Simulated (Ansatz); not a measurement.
Consider the redistribution: `O[B](F)[InH2]` + `C=C[SiH2]O` → `O[SiH2]B(O)F` + `C=[CH][InH2]`.

Computed with Ansatz on PBE0-D4/def2-TZVP structures; ΔE is electronic, products minus reactants. CCSD(T)/CBS is the MP2 limit (def2-TZVPP, def2-QZVPP) plus CCSD(T) − MP2 in def2-TZVPP, frozen cores. def2 core potentials past Kr. For In outer-core shells are correlated without core-valence functions, which leaves a few kJ/mol of doubt a bond. Each species was taken in one conformer, which may not be the lowest.

| species | CCSD(T)/CBS(def2) energy (Eh) |
| --- | --- |
| `O[B](F)[InH2]` | -391.45169 |
| `C=C[SiH2]O` | -443.99110 |
| `O[SiH2]B(O)F` | -566.57070 |
| `C=[CH][InH2]` | -268.86241 |

Question: Work out ΔE.

Answer: ΔE = (-566.57070) + (-268.86241) − (-391.45169) − (-443.99110) = 0.00968 Eh = +0.26 eV.

Question: What do rigid-rotor, harmonic-oscillator terms from PBE0-D4/def2-TZVP frequencies (298.15 K, 1 bar) make of the CCSD(T)/CBS value? (An estimate is asked.)

Answer: The calculation gave: ΔZPE = -0.02 eV, ΔH = +0.25 eV, ΔS = 1 J/(mol·K), ΔG = +0.24 eV. Modes under 50 cm⁻¹ make the entropy rough.

Largest T1 diagnostic among the species: 0.014.

At CCSD(T), def2-SVP lies −0.04 eV from the extrapolated value and def2-TZVPP −0.01 eV. Leaving LDA and LC-ωPBE aside and taking each functional with its dispersion term where it has one, the values, not all of them listed here, spread over 0.05 eV, from ωB97X-V to ωB97M-V. LDA lies +0.04 eV from PBE without D4.
